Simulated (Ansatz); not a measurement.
Potential energy curve for Au(Me)(CNMe), C₃H₆AuN, SMILES [N+](#[C-]->[Au][CH3])C, singlet. The Au1–C8 bond (Au1 also carries C; C8 carries H, H, H) is varied alone, starting from the PBE0/def2-SVP, def2 effective core potentials past Kr optimised geometry.

- RKS-PBE = restricted PBE/def2-SVP, def2 effective core potentials past Kr run with Ansatz (a first-principles code)
- UKS-PBE = unrestricted PBE/def2-SVP, def2 effective core potentials past Kr run with Ansatz
- RKS-B3LYP = restricted B3LYP/def2-SVP, def2 effective core potentials past Kr (Ansatz)
- UKS-PBE0 = unrestricted PBE0/def2-SVP, def2 effective core potentials past Kr run with Ansatz

Energies relative to the lowest point of each curve near equilibrium, in kJ/mol; the last columns give the difference from UKS-PBE0:

| R / Å | RKS-PBE | UKS-PBE | RKS-B3LYP | UKS-PBE0 | RKS-PBE − UKS-PBE0 | UKS-PBE − UKS-PBE0 | RKS-B3LYP − UKS-PBE0 |
|---|---|---|---|---|---|---|---|
| 1.69 | 191.1 | 191.1 | 202.9 | 189.6 | 1.5 | 1.5 | 13.3 |
| 1.80 | 77.8 | 77.8 | 84.8 | 76.0 | 1.8 | 1.8 | 8.7 |
| 1.93 | 15.7 | 15.7 | 18.4 | 14.5 | 1.2 | 1.2 | 3.9 |
| 2.00 | 2.9 | 2.9 | 4.0 | 2.4 | 0.6 | 0.6 | 1.6 |
| 2.05 | 0.0 | 0.0 | 0.0 | 0.0 | 0.0 | 0.0 | 0.0 |
| 2.13 | 3.2 | 3.2 | 1.9 | 4.3 | -1.1 | -1.1 | -2.4 |
| 2.19 | 10.4 | 10.4 | 8.2 | 12.3 | -2.0 | -2.0 | -4.1 |
| 2.33 | 37.2 | 37.2 | 33.8 | 41.5 | -4.3 | -4.3 | -7.7 |
| 2.50 | 79.4 | 79.4 | 75.4 | 86.9 | -7.5 | -7.5 | -11.5 |
| 2.69 | 129.6 | 129.6 | 125.7 | 141.0 | -11.4 | -11.4 | -15.3 |
| 2.98 | 201.2 | 201.2 | 198.7 | 218.7 | -17.5 | -17.5 | -20.0 |
| 3.37 | 279.4 | 279.4 | 280.3 | 302.1 | -22.7 | -22.7 | -21.8 |
| 3.77 | 337.8 | 334.5 | 343.0 | 343.2 | -5.4 | -8.6 | -0.2 |
| 4.28 | 387.3 | 363.9 | 398.3 | 363.5 | 23.8 | 0.3 | 34.8 |
| 5.01 | 427.3 | 377.4 | 446.2 | 371.8 | 55.5 | 5.5 | 74.3 |
| 5.93 | 450.1 | 381.3 | 477.1 | 373.4 | 76.7 | 8.0 | 103.7 |

RKS-PBE is furthest from UKS-PBE0 at 5.93 (76.7 kJ/mol, above); its mean absolute difference over the points is 14.6 kJ/mol.

UKS-PBE is furthest from UKS-PBE0 at 3.37 (-22.7 kJ/mol, below); its mean absolute difference over the points is 5.9 kJ/mol.

RKS-B3LYP is furthest from UKS-PBE0 at 5.93 (103.7 kJ/mol, above); its mean absolute difference over the points is 20.2 kJ/mol.

The restricted form behind RKS-PBE, RKS-B3LYP keeps the bonding electrons paired and can't separate into open-shell fragments. The unrestricted solution behind UKS-PBE changes between 3.77 and 4.28 Å, which can leave a kink. The unrestricted determinant behind UKS-PBE is spin-contaminated at 3.77 to 5.93 Å (<S²> up to 1.0, against 0.00 for a pure singlet). The unrestricted determinant behind UKS-PBE0 is spin-contaminated at 3.37 to 5.93 Å (<S²> up to 1.0, against 0.00 for a pure singlet).
